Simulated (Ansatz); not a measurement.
Consider the formal exchange of groups at the Se–Al bond: `N[SiH2][AlH][SeH]` + `O[SiH2][SiH3]` → `O[SiH]([SiH3])[SeH]` + `N[SiH2][AlH2]`.

Gas-phase electronic energies from Ansatz, PBE0-D4/def2-TZVP geometries. CCSD(T)/CBS adds triple-zeta CCSD(T) − MP2 to the extrapolated MP2 energy (def2 sets, frozen cores). For Se outer-core shells are correlated without core-valence functions, which leaves a few kJ/mol of doubt a bond. Scalar relativity is left out up to krypton. One conformer a species, not always the lowest.

```json
{"species": "`N[SiH2][AlH][SeH]`", "SCS-MP2/def2-QZVPP energy (Eh)": "-2989.79581"}
{"species": "`O[SiH2][SiH3]`", "SCS-MP2/def2-QZVPP energy (Eh)": "-656.89072"}
{"species": "`O[SiH]([SiH3])[SeH]`", "SCS-MP2/def2-QZVPP energy (Eh)": "-3057.33172"}
{"species": "`N[SiH2][AlH2]`", "SCS-MP2/def2-QZVPP energy (Eh)": "-589.33338"}
```

**Question.** Work out ΔE.

**Answer.** ΔE = (-3057.33172) + (-589.33338) − (-2989.79581) − (-656.89072) = 0.02143 Eh = +56.3 kJ/mol. CCSD(T)/CBS gives +56.1 kJ/mol.

Largest T1 diagnostic among the species: 0.012.

The D4 term adds −4.0 kJ/mol with B3LYP and −1.9 kJ/mol with PBE0; it sums over pairs of atoms, weighted by their polarisabilities, and B3LYP, whose exchange is more repulsive, gets the larger term. In def2-TZVPP, CCSD(T) changes the Hartree–Fock value by −3.8 kJ/mol (the triples alone add −0.4 kJ/mol) and MP2 by −5.2 kJ/mol.

B3LYP here is the variant with VWN-RPA as its local correlation; programs differ in this.
